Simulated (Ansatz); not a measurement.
Consider the isomerisation: `C=CN(C)[SiH3]` → `C/C(N)=C\[SiH3]`.

Calculated with Ansatz (gas phase, PBE0-D4/def2-TZVP geometries, no zero-point term in ΔE). CCSD(T)/CBS adds triple-zeta CCSD(T) − MP2 to the extrapolated MP2 energy (def2 sets, frozen cores). Functionals use def2-TZVPP. B3LYP here is the variant with VWN-RPA as its local correlation; programs differ in this. HSE06 is defined as in plane-wave codes. One conformer a species, not always the lowest.

Q: Is it downhill or uphill in electronic energy at CCSD(T)/CBS, and by how much? (Best estimate.)

A: Ansatz gave: Nearly level: ΔE = +0.03 eV.

Q: What do these levels give: revPBE-D4, B3LYP-D4, HSE06-D4, ωB97X-V, CCSD(T)/def2-TZVPP, MP2/CBS(def2)? (An estimate is asked.)

A: Ansatz gave: revPBE-D4 -0.05, B3LYP-D4 0.03, HSE06-D4 -0.07, ωB97X-V 0.00, CCSD(T)/def2-TZVPP 0.04, MP2/CBS(def2) 0.02 eV.

Largest T1 diagnostic among the species: 0.012.

Leaving LDA and LC-ωPBE aside and taking each functional with its dispersion term where it has one, the values, not all of them listed here, spread over 0.13 eV, from PBE-D4 to BHLYP-D4. In def2-TZVPP, CCSD(T) changes the Hartree–Fock value by −0.04 eV (the triples alone add −0.01 eV) and MP2 by −0.04 eV.
